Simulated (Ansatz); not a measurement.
The first iterations of a band of Ge2H6O3 + H2S (14 atoms, charge 0, multiplicity 1).

These are results of Ansatz 0.2.0, RKS PBE/def2-SVP, not measurements.

```
movable images  : 2
climbing image  : no
spring          : 5.0 eV/Å²
optimiser       : quadratic models (default)
start path      : through a guess of the saddle point
force threshold : 0.05 eV/Å
iteration limit : 60
end points      : relaxed
```

Image 0:

```xyz
14
Properties=species:S:1:pos:R:3
Ge -0.370 -0.131 0.294
Ge -0.558 0.205 2.702
H -1.829 -0.573 3.143
H 0.675 -0.408 3.400
H -0.719 1.703 3.032
O 1.051 0.664 -0.505
H 1.538 -0.023 -1.005
O -1.871 0.521 -0.445
H -1.741 0.654 -1.404
O -0.068 -1.828 -0.246
H -0.832 -2.405 -0.059
S 2.706 2.184 1.956
H 2.155 1.632 0.821
H 3.374 1.034 2.245
```

Image 3:

```xyz
14
Properties=species:S:1:pos:R:3
Ge 0.433 0.353 -0.529
Ge -0.221 0.010 4.035
H -1.201 -1.141 3.700
H 1.220 -0.381 3.633
H -0.266 0.265 5.566
O 1.184 -0.604 -1.846
H 1.980 -1.069 -1.526
O -0.935 1.141 -1.360
H -0.869 0.961 -2.318
O -0.224 -0.642 0.804
H -1.168 -0.829 0.631
S 1.874 1.691 0.508
H 2.355 2.173 -0.673
H -0.651 1.303 3.304
```

| iteration | highest image above the first end (eV) | largest band force component (eV/Å) |
| --- | --- | --- |
| 1 | 28.475 | 108.392 |
| 2 | 10.424 | 39.769 |
| 3 | 5.122 | 20.118 |
| 4 | 2.042 | 8.124 |
| 5 | 0.936 | 3.248 |

Does the band converge within its limit, and where does its top end?

The run converged. It ended after 17 iterations with the highest image 0.236 eV above the first end. No image climbed, so the highest image needn't sit at the top of the path. A band with more images between the same ends climbed to 1.85 eV, so this one has probably stepped over the top. So few images can step over the top or miss a turn of the path. The orbitals stay closed-shell, which can raise the energy where a bond breaks towards radicals; this wasn't checked here.

Run time: 55 s on 4 threads of Intel(R) Xeon(R) Platinum 8488C (Sapphire Rapids), with other jobs on the host, peak memory 0.29 GiB.
